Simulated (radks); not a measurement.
The numbers below are computed, except where a source is named.
Fractional charge and spin in the 5p shell of caesium: the spin-up occupation runs from 2 to 3 and the spin-down occupation from 2 to 3; the fullest corner is Cs, [Kr] 4d10 5s2 6s(up 0.5, down 0.5) 5p(up 3, down 3). Code: a radial shooting solver on a logarithmic mesh with Libxc functionals. Model: scalar-relativistic Kohn-Sham, r2SCAN, spin-polarised, spherical densities, finite nucleus; meta-GGA in the generalised Kohn-Sham scheme; Fermi nuclear charge, rms radius of each element as measured or else 0.836 A^(1/3) + 0.57 fm. Energy (eV) minus the two flat planes that join the four corners (they meet along the diagonal where the two added fractions sum to one electron); zero is where a piecewise linear energy would lie.

down \ up,2,2.5,3
2,0.000,-1.176,0.000
2.5,-1.176,0.253,-1.041
3,0.000,-1.041,0.000

Corners above the fullest one (they belong to Cs+ and the next ion): (up 3, down 2) 18.220 eV, (up 2, down 3) 18.220 eV, (up 2, down 2) 46.352 eV. With half an added electron in each spin the energy lies 0.253 eV from the planes, and with half an added electron in spin up alone -1.176 eV. The planes are only a guide here: the flat-plane condition holds for ground states with one frontier orbital, while this shell lies below other occupied shells, so the corners above the fullest one are inner-hole states and not the ground states of those ions.
